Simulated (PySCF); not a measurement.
B3LYP has the VWN-RPA correlation part, as in Gaussian. 

**[Zr(F)4(H2O)] (charge 0, multiplicity 1)**

Level of theory: B3LYP-D3(BJ)/def2-TZVP // BP86-D3(BJ)/def2-SVP in PySCF.

The HOMO is -10.77 eV. The dipole moment comes out as 4.78 D, the LUMO is -1.29 eV and the HOMO–LUMO gap is 9.48 eV. The charge on the central atom (Mulliken) is 1.81 e and the total energy is -523.4726 Ha. The cost comes out as very roughly 4 core-minutes.

```xyz
8

Zr     0.0256    -0.0920     0.0511
F     -1.6493    -0.2176     1.0115
F      0.0636     0.8247    -1.6507
F      0.2033    -1.9006    -0.5555
F      1.5867     0.1344     1.1397
O     -0.4995     2.1786     0.6139
H     -1.3741     2.2573     1.0445
H     -0.5202     2.7705    -0.1644
```
Charge 0, spin multiplicity 1.
